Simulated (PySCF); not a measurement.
Converging SbF⁺ in the basis (CCSD)

PySCF, UHF reference; doublet, unpaired electrons π ↑; De to Sb⁺ + F without counterpoise correction. Frozen cores follow the default of each basis and core potential.

```
                     basis                           relativity  functions  Re (Å)  ωe (cm⁻¹)  De (eV)  frozen orbitals
                x2c-SVPall                        spin-free X2C         50   1.883        726     3.44               19
aug-cc-pVDZ-PP/aug-cc-pVDZ  scalar-relativistic core potentials         55   1.876        718     3.82                5
               def2-TZVPPD  scalar-relativistic core potentials         96   1.842        738     3.98                5
```

**Question.** How does each smaller set differ from the one with most functions, def2-TZVPPD?

**Answer.** x2c-SVPall: +4.1 pm, -1.6 % in ωe, -0.54 eV in De; aug-cc-pVDZ-PP/aug-cc-pVDZ: +3.4 pm, -2.7 % in ωe, -0.16 eV in De. All at CCSD; the set with most functions is neither the basis-set limit nor always the best. The rows treat relativity differently, so the differences are not basis effects alone.

Correlated steps freeze the inner cores (5 to 19 orbitals); shallow outer-core shells are correlated. Correlated levels converge slowly with the basis: in double zeta they bind strong bonds too weakly, by up to about 1 eV, and carry superposition errors of some tenths. Spin–orbit coupling is left out, which matters for elements this heavy, above all for dissociation energies. For an ion De counts to the pair picked by the measured ionisation energies or electron affinities, which need not be the lowest pair at this level. The state is the lowest determinant that a PBE0 search found; another state may lie lower at other levels.
